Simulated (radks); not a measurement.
Results of a calculation; reference values are marked as such.
Question: Kr+, 35 electrons, occupied as [Ar] 3d10 4s2 4p5. Code: a radial shooting solver on a logarithmic mesh with Libxc functionals. Model: non-relativistic Kohn-Sham, r2SCAN, spin-polarised, spherical densities, point nucleus; open shells are filled with parallel spins first; meta-GGA in the generalised Kohn-Sham scheme. Some entries of the table are withheld. Estimate them.

orbital,occ.,eigenvalue (eV),<r^2> (bohr^2),<r> (bohr)
1s up,1,-13946.29,0.002415,0.04246
1s down,1,-13946.17,0.002415,0.04246
2s up,1,-1832.368,0.04145,0.1876
2s down,1,-1832.346,0.04144,0.1876
2p up,3,-1656.487,0.03201,0.1619
2p down,3,-1656.396,0.03201,0.1619
3s up,1,-272.6686,0.3349,0.5400
3s down,1,-272.5681,0.3349,0.5400
3p up,3,-209.4554,0.3465,0.5445
3p down,3,-209.3282,0.3463,0.5444
3d up,5,-96.8127,0.3772,0.5537
3d down,5,-96.6488,0.3758,0.5529
4s up,1,(1),2.814,1.572
4s down,1,(2),2.835,1.577
4p up,3,-20.4695,3.830,1.823
4p down,2,-19.3870,3.899,1.837

Answer: 
(1) 4s up eigenvalue (eV): -34.4984
(2) 4s down eigenvalue (eV): -33.3391
